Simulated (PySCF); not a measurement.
Species: C₂H₈NO₂Si₃ (doublet state).
Cartesian coordinates in Å at the GFN2-xTB level; atoms count from 1:
```xyz
16
C2H8NO2Si3 angstrom
C     -0.046   -1.582    2.290
Si     0.021   -0.957    0.558
C      0.142   -2.375   -0.668
N      0.218   -3.265   -1.384
O     -1.327   -0.168    0.143
Si    -2.105    1.203   -0.249
O      1.342   -0.058    0.314
Si     2.058    1.317   -0.173
H     -0.968   -1.900    2.743
H      0.843   -1.813    2.847
H     -2.178    2.024    0.960
H     -3.408    0.717   -0.689
H     -1.358    1.888   -1.304
H      3.442    1.117    0.244
H      1.904    1.424   -1.623
H      1.412    2.436    0.514
```

The hyperfine couplings belong to this conformer and change with its torsions.

As a line formula: `[CH2][Si](C#N)(O[SiH3])O[SiH3]` [radical].

Computed, not measured: UKS B3LYP, pcH-1 on C H N O Si, non-relativistic, mean-field spin-orbit, GIAO (PySCF). The structure is a single GFN2-xTB conformer in the gas phase; no vibrational or solvent corrections. A GFN2-xTB geometry isn't a minimum of the functional, and hyperfine couplings can be far from their values at a DFT geometry. No stability test was run, so a lower SCF solution isn't excluded.

The largest Mulliken spin population is on C1 (+1.05). The angles at C1 add up to 359.2°, so it is planar; its axial dipolar tensor and the negative couplings of its protons fit spin in a p orbital normal to that plane.

Question: McConnell's relation a(H) = Q·ρ ties the coupling of a proton on a planar π carbon to the spin population of that carbon. What Q do the computed values give?

Answer: 
| H | C | ρ(C) | a(H) (G) | a/ρ (G) |
| --- | --- | --- | --- | --- |
| H9 | C1 | +1.046 | -20.60 | -19.7 |
| H10 | C1 | +1.046 | -20.66 | -19.7 |

These protons share one ρ (within 0.01), so their mean ratio, Q = -19.7 G, is no test of linearity. In every row coupling and population have opposite signs.

Couplings in gauss use g_iso = 2.0026.
